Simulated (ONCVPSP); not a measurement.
## Configuration tests for Ba (Z = 56) (ONCV)

* Element: Ba
* Generator: ONCVPSP 4.0.1
* Type: optimised norm-conserving Vanderbilt (ONCV)
* Functional: PBEsol
* Relativity: scalar-relativistic
* Frozen core: [Kr] 4d10
* Valence charge: 10
* Reference configuration: 5s2 5p6 6s1 6p1
* Partial waves: 5s+6s: rc 2.25 bohr, ncon 4, nbas 8, qcut 4.2 1/bohr, 2 projectors; 5p+6p: rc 3.20 bohr, ncon 4, nbas 9, qcut 5.2 1/bohr, 2 projectors; d scattering state at 0.02 Ha: rc 2.75 bohr, ncon 3, nbas 7, qcut 3.3 1/bohr, 2 projectors, debl 3 Ha
* Local potential: polynomial inside 1.95 bohr (lpopt 5, dvloc0 0 Ha)
* Core correction: Teter function, fcfact 2, rcfact 1.6

In the d channel the program set the typed energies aside and used 0.050, 3.050 Ha.

Energies are relative to the spin-unpolarised reference configuration 5s2 5p6 6s1 6p1; without spin polarisation the order of configurations can differ from experiment.

(1) Give the all-electron excitation energy and the error of the potential for: 5s2 5p6 6s2 6p0; 5s2 5p6 6s1 6p0; 5s2 5p6 6s0 6p0; 5s1 5p6 6s2 6p0.

Note: no bound ghost flagged; GHOST(+) flagged for s at 86.6 eV.

Answers

(1)

```
valence configuration  charge  ΔE all-electron (eV)  error AE − PS (meV)
      5s2 5p6 6s2 6p0       0                -2.050                 -0.4
      5s2 5p6 6s1 6p0      +1                 3.332                 -0.7
      5s2 5p6 6s0 6p0      +2                13.226                 -2.4
      5s1 5p6 6s2 6p0      +1                36.787                  -49
```
